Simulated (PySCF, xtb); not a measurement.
Se(SiH3)(OSiH3) (H6OSeSi2), SMILES [Se](O[SiH3])[SiH3].

Coordinates come from a PBE0-D3(BJ)/def2-SVP optimisation. The structure was generated by enumeration, and PubChem lists no compound with its InChIKey, so it may never have been made. One conformer was computed; it need not be the lowest.

Level of theory: C-PCM-M06-2X/def2-SVP (PySCF).

The values are the electrostatic part of the solvation free energy, E(continuum) − E(gas) at the gas-phase geometry, in a cavity of scaled van der Waals radii (PySCF's table); cavitation and dispersion terms are not included. In vacuum the orbital gap is 7.32 eV. The dipole moment in vacuum is 1.49 D.

```csv
solvent,ε,ΔG(elec) (kcal/mol),dipole (D),gap (eV)
water,78.36,-2.2,2.04,7.40
ethanol,24.85,-2.2,2.02,7.40
"N,N-dimethylformamide",37.22,-2.2,2.03,7.40
```

For comparison, GFN2-xTB/ALPB(water) (xtb, at the GFN2-xTB geometry, all terms of that model) gives 0.7 kcal/mol.
